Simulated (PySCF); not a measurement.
PySCF input (HF/def2-TZVPD):

```python
from pyscf import gto, scf, dft

mol = gto.M(
    atom='''
    Al   -0.00000000   -0.00000000   -0.73119133
    O     0.00000000    0.00000000    0.95029607
    H     0.00000000    0.00000000    1.90311872
    ''',
    basis='def2-tzvpd',
    charge=0,
    spin=0,
    verbose=4,
)

mf = scf.RHF(mol).density_fit(auxbasis='def2-universal-jkfit')
mf.conv_tol = 1e-9
mf.max_cycle = 100
mf.max_memory = 1500
mf.kernel()
if not mf.converged:
    mf = mf.newton()
    mf.kernel(mf.make_rdm1())
mf.analyze()
```

End of the output:

```
Extra cycle  E= -317.447450394709  delta_E= -3.18e-12  |g|= 9.78e-07  |ddm|= 1.5e-05
converged SCF energy = -317.447450394709
**** SCF Summaries ****
Total Energy =                        -317.447450394709335
Nuclear Repulsion Energy =              39.784065060118323
One-electron Energy =                 -520.859832978188592
Two-electron Energy =                  163.628317523360948
Two-electron Coulomb Energy =          190.400465130063793
DFT Exchange-Correlation Energy =      -26.772147606702845
HOMO-LUMO gap [eV] =                    10.096396666671806
**** MO energy ****
MO #1   energy= -58.4716895564084  occ= 2
MO #2   energy= -20.535337241104   occ= 2
MO #3   energy= -4.88369010223715  occ= 2
MO #4   energy= -3.19418597297526  occ= 2
MO #5   energy= -3.19337756780204  occ= 2
MO #6   energy= -3.19337756780203  occ= 2
MO #7   energy= -1.29987088184685  occ= 2
MO #8   energy= -0.717021519723048 occ= 2
MO #9   energy= -0.499102091285269 occ= 2
MO #10  energy= -0.49910209128518  occ= 2
MO #11  energy= -0.31484494609294  occ= 2
MO #12  energy= 0.0561907909052083 occ= 0
MO #13  energy= 0.0562760225192128 occ= 0
MO #14  energy= 0.0562760225192737 occ= 0
MO #15  energy= 0.0833581645407471 occ= 0
MO #16  energy= 0.106791915560128  occ= 0
MO #17  energy= 0.12453782599103   occ= 0
MO #18  energy= 0.124537825991054  occ= 0
MO #19  energy= 0.13971686374097   occ= 0
MO #20  energy= 0.139716863741003  occ= 0
MO #21  energy= 0.16325613213375   occ= 0
MO #22  energy= 0.163256132133803  occ= 0
MO #23  energy= 0.203382523802985  occ= 0
MO #24  energy= 0.242951971282476  occ= 0
MO #25  energy= 0.284244389394246  occ= 0
MO #26  energy= 0.297939950190288  occ= 0
MO #27  energy= 0.297939950190308  occ= 0
MO #28  energy= 0.368633786623078  occ= 0
MO #29  energy= 0.368633786623091  occ= 0
MO #30  energy= 0.380798802107793  occ= 0
MO #31  energy= 0.411785563003378  occ= 0
MO #32  energy= 0.411785563003453  occ= 0
MO #33  energy= 0.416229965374308  occ= 0
MO #34  energy= 0.444420229343288  occ= 0
MO #35  energy= 0.444420229343311  occ= 0
MO #36  energy= 0.527343632406306  occ= 0
MO #37  energy= 0.52734363240636   occ= 0
MO #38  energy= 0.530265654033287  occ= 0
MO #39  energy= 0.620683467185657  occ= 0
MO #40  energy= 0.690219723530234  occ= 0
MO #41  energy= 0.735826647293325  occ= 0
MO #42  energy= 0.735826647293353  occ= 0
MO #43  energy= 0.898238341304797  occ= 0
MO #44  energy= 0.898238341304823  occ= 0
MO #45  energy= 0.919790723609038  occ= 0
MO #46  energy= 0.919790723609052  occ= 0
MO #47  energy= 0.968513396227792  occ= 0
MO #48  energy= 1.01357448766404   occ= 0
MO #49  energy= 1.01357448766406   occ= 0
MO #50  energy= 1.0429337867546    occ= 0
MO #51  energy= 1.04421309755513   occ= 0
MO #52  energy= 1.04421309755519   occ= 0
MO #53  energy= 1.07966076947387   occ= 0
MO #54  energy= 1.07966076947391   occ= 0
MO #55  energy= 1.19160101152289   occ= 0
MO #56  energy= 1.19160101152293   occ= 0
MO #57  energy= 1.29267602544335   occ= 0
MO #58  energy= 1.3669696272842    occ= 0
MO #59  energy= 1.47617757599127   occ= 0
MO #60  energy= 1.95145476815025   occ= 0
MO #61  energy= 1.95145476815028   occ= 0
MO #62  energy= 1.99544432741395   occ= 0
MO #63  energy= 1.99544432741404   occ= 0
MO #64  energy= 2.35032461445577   occ= 0
MO #65  energy= 2.3755839789331    occ= 0
MO #66  energy= 2.37558397893311   occ= 0
MO #67  energy= 2.57577567880548   occ= 0
MO #68  energy= 2.67916284001424   occ= 0
MO #69  energy= 2.67916284001427   occ= 0
MO #70  energy= 2.99353486040855   occ= 0
MO #71  energy= 3.23657533073206   occ= 0
MO #72  energy= 3.23657533073207   occ= 0
MO #73  energy= 3.56643002550124   occ= 0
MO #74  energy= 3.97371651210368   occ= 0
MO #75  energy= 4.42967794428878   occ= 0
MO #76  energy= 5.59516042786965   occ= 0
MO #77  energy= 5.59516042786966   occ= 0
MO #78  energy= 5.60200352846436   occ= 0
MO #79  energy= 5.60200352846437   occ= 0
MO #80  energy= 5.92862620085768   occ= 0
MO #81  energy= 5.92862620085773   occ= 0
MO #82  energy= 6.915929786699     occ= 0
MO #83  energy= 6.91592978669906   occ= 0
MO #84  energy= 6.91929159079237   occ= 0
MO #85  energy= 7.13774680443613   occ= 0
MO #86  energy= 7.13774680443617   occ= 0
MO #87  energy= 7.66221083890501   occ= 0
MO #88  energy= 8.09275933807263   occ= 0
MO #89  energy= 10.0469049933525   occ= 0
MO #90  energy= 10.0469049933526   occ= 0
MO #91  energy= 10.3569460184839   occ= 0
MO #92  energy= 45.471423762687    occ= 0
 ** Mulliken pop on meta-lowdin orthogonal AOs  **
 ** Mulliken pop  **
pop of  0 Al 1s           1.99999
pop of  0 Al 2s           1.99987
pop of  0 Al 3s           1.74361
pop of  0 Al 4s           0.00923
pop of  0 Al 5s           0.00045
pop of  0 Al 6s           0.00059
pop of  0 Al 2px          1.99998
pop of  0 Al 2py          1.99998
pop of  0 Al 2pz          1.99998
pop of  0 Al 3px          0.10219
pop of  0 Al 3py          0.10219
pop of  0 Al 3pz          0.50748
pop of  0 Al 4px          0.00098
pop of  0 Al 4py          0.00098
pop of  0 Al 4pz          0.00191
pop of  0 Al 5px          0.00015
pop of  0 Al 5py          0.00015
pop of  0 Al 5pz          0.00020
pop of  0 Al 6px          0.00001
pop of  0 Al 6py          0.00001
pop of  0 Al 6pz          0.00045
pop of  0 Al 3dxy         0.00000
pop of  0 Al 3dyz         0.00871
pop of  0 Al 3dz^2        0.01043
pop of  0 Al 3dxz         0.00871
pop of  0 Al 3dx2-y2      0.00000
pop of  0 Al 4dxy         0.00000
pop of  0 Al 4dyz         0.00005
pop of  0 Al 4dz^2        0.00020
pop of  0 Al 4dxz         0.00005
pop of  0 Al 4dx2-y2      0.00000
pop of  0 Al 5dxy         0.00000
pop of  0 Al 5dyz         0.00016
pop of  0 Al 5dz^2        0.00046
pop of  0 Al 5dxz         0.00016
pop of  0 Al 5dx2-y2      0.00000
pop of  0 Al 4f-3         0.00000
pop of  0 Al 4f-2         0.00000
pop of  0 Al 4f-1         0.00069
pop of  0 Al 4f+0         0.00018
pop of  0 Al 4f+1         0.00069
pop of  0 Al 4f+2         0.00000
pop of  0 Al 4f+3         0.00000
pop of  1 O 1s            1.99999
pop of  1 O 2s            1.59597
pop of  1 O 3s            0.00165
pop of  1 O 4s            0.00245
pop of  1 O 5s            0.00311
pop of  1 O 6s            0.00110
pop of  1 O 2px           1.87557
pop of  1 O 2py           1.87557
pop of  1 O 2pz           1.47294
pop of  1 O 3px           0.00486
pop of  1 O 3py           0.00486
pop of  1 O 3pz           0.00221
pop of  1 O 4px           0.00256
pop of  1 O 4py           0.00256
pop of  1 O 4pz           0.00333
pop of  1 O 5px           0.00104
pop of  1 O 5py           0.00104
pop of  1 O 5pz           0.00046
pop of  1 O 3dxy          0.00000
pop of  1 O 3dyz          0.00006
pop of  1 O 3dz^2         0.00329
pop of  1 O 3dxz          0.00006
pop of  1 O 3dx2-y2       0.00000
pop of  1 O 4dxy          0.00000
pop of  1 O 4dyz          0.00000
pop of  1 O 4dz^2         0.00047
pop of  1 O 4dxz          0.00000
pop of  1 O 4dx2-y2       0.00000
pop of  1 O 5dxy          0.00000
pop of  1 O 5dyz          0.00012
pop of  1 O 5dz^2         0.00056
pop of  1 O 5dxz          0.00012
pop of  1 O 5dx2-y2       0.00000
pop of  1 O 4f-3          0.00000
pop of  1 O 4f-2          0.00000
pop of  1 O 4f-1          0.00036
pop of  1 O 4f+0          0.00117
pop of  1 O 4f+1          0.00036
pop of  1 O 4f+2          0.00000
pop of  1 O 4f+3          0.00000
pop of  2 H 1s            0.62228
pop of  2 H 2s            0.00699
pop of  2 H 3s            0.00562
pop of  2 H 2px           0.00242
pop of  2 H 2py           0.00242
pop of  2 H 2pz           0.00114
pop of  2 H 3px           0.00009
pop of  2 H 3py           0.00009
pop of  2 H 3pz           0.00024
 ** Mulliken atomic charges  **
charge of    0Al =      0.49912
charge of    1O =     -0.85782
charge of    2H =      0.35871
Dipole moment(X, Y, Z, Debye): -0.00000,  0.00000,  1.11567
```
